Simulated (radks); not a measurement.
The mean radii <r> (bohr) of the occupied orbitals of an atom or ion are listed with their occupations. Method: non-relativistic Kohn-Sham, BLYP, spin-polarised, spherical densities, point nucleus; computed with a radial shooting solver on a logarithmic mesh with Libxc functionals.

| orbital | occ. | <r> |
|---|---|---|
| 1s | 2 | 0.9456 |

Name the element and its charge. Open shells, if any, are filled with parallel spins first.

Answer. Z = 2, helium, charge 0: He in [He]. The 1s radius gives Z: for a bare nucleus <r> = 1.5/Z, 0.75 bohr for Z = 2, and screening makes it slightly larger (0.9456 here). The occupations add up to 2, and the charge is Z minus that.
